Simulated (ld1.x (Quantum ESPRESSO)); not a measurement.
**Which change was made? (Sn, TM)**

```json
{"Element": "tin (Sn)", "Generator": "ld1.x (Quantum ESPRESSO) 7.5", "Type": "norm-conserving Troullier–Martins (Kleinman–Bylander form)", "Functional": "PBE", "Relativity": "scalar-relativistic", "Frozen core": "[Kr] 4d10", "Valence charge": "4", "Reference configuration": "5s2 5p1 (charge +1)", "Partial waves": "5p (bound): rc 2.10 bohr; 5d channel at 0.2 Ry: rc 1.85 bohr; 5s (bound): rc 2.00 bohr", "Local potential": "the s channel", "Core correction": "none"}
```

Cutoffs, loose and tight: the cutoffs (Ry, on a coarse ladder) from which the occupation-weighted sum of valence levels, in a spherical-Bessel basis at the reference potential, stays within 10 and 1 mRy of its value at 400 Ry. They do not see the model core or the augmentation charge, which bear on the density cutoff. Test errors are all-electron minus pseudo excitation energies from the reference, over the configurations 5s2 5p2; 5s2 5p0; 5s1 5p0; 5s2 5p1.5; 5s1 5p3; 5s1 5p2; 5s0 5p4; variants that change the core or the reference have their own tests.

The base gives: outcome: generated; cutoff, loose: 21 Ry; cutoff, tight: 30 Ry; bound ghosts: d; largest test error (meV): +177.

Q: After one change the result is: outcome: generated; cutoff, loose: 21 Ry; cutoff, tight: 30 Ry; bound ghosts: none; largest test error (meV): +177. Which change was it?
A. core correction a·sin(br)/r model core inside 2.24 bohr
B. all radii scaled by about 1.23 (s 2.46, p 2.58, d 2.26 bohr)
C. wave 5d channel at 0.2 Ry: rc 1.85 bohr becomes 5d channel at 4.87 Ry: rc 1.85 bohr

A: C. The others give: core correction a·sin(br)/r model core inside 2.24 bohr → outcome: generated; cutoff, loose: 21 Ry; cutoff, tight: 30 Ry; bound ghosts: d; largest test error (meV): -209 | all radii scaled by about 1.23 (s 2.46, p 2.58, d 2.26 bohr) → outcome: generated; cutoff, loose: 18 Ry; cutoff, tight: 25 Ry; bound ghosts: d; largest test error (meV): +174.
